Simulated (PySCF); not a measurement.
Species: 2-thiophenecarboxaldehyde, C5H4OS.
SMILES with atom numbers: `[O:1]=[CH:2][c:3]1[cH:4][cH:5][cH:6][s:7]1` (hydrogens: H8 on C2; H9 on C4; H10 on C5; H11 on C6)

Torsions of this conformer, `[O:1]=[CH:2][c:3]1[cH:4][cH:5][cH:6][s:7]1`: O1–C2–C3–C4 0°.

The closed-shell ground state was solved at several levels (PySCF, density fitting, gas phase, non-relativistic). Geometry: GFN2-xTB, one conformer, isolated molecule.

```
            level  basis functions  total energy (Eh)  HOMO (eV)  LUMO (eV)  gap (eV)  dipole (D)
   PBE0/def2-SVPD              182          -665.5857      -7.52      -2.15      5.37        3.69
wB97X-D/def2-SVPD              182          -665.9285      -9.26      -0.44      8.82        3.65
```

Q: What might PBE0/pcSseg-1 (146 basis functions) give for the same quantities?

A: Total energy -665.8384 Eh, HOMO -7.48 eV, LUMO -2.07 eV, gap 5.41 eV, dipole 3.52 D.

Q: Over all these levels, which gives the widest orbital gap and which the narrowest?

A: wB97X-D/def2-SVPD (range-separated hybrid) has the widest, 8.82 eV, and PBE0/def2-SVPD (global hybrid, 25 % exact exchange) the narrowest, 5.37 eV. The two share the basis. From the narrowest to the widest the HOMO moves by -1.74 eV and the LUMO by +1.71 eV.

Q: How far do the dipole and the HOMO energy spread over the levels?

A: The dipole runs from 3.52 to 3.69 D (mean 3.62 D) and the HOMO from -9.26 to -7.48 eV.

Note: wB97X-D ran without an empirical dispersion term, which enters the total energy and its gradient alone.
